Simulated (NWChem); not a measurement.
# BeSiH₄O; SMILES [BeH][O][SiH3]

Results from NWChem. Pople sets run with spherical d functions. Each level has its own optimisation; frequencies are unscaled. One conformer.

```csv
level,r Be–H (Å),r Be–O (Å),r O–Si (Å),r H–Si (Å),highest harmonic frequency (cm⁻¹),lowest (cm⁻¹),zero-point energy (kcal/mol),dipole (D)
Hartree-Fock/6-31G*,1.332,1.402,1.625,1.475,2395,127,25.5,0.34
B3LYP/3-21G,1.334,1.419,1.689,1.497,2215,159,23.9,1.30
B3LYP/6-31G*,1.329,1.408,1.645,1.487,2254,125,24.1,0.66
```
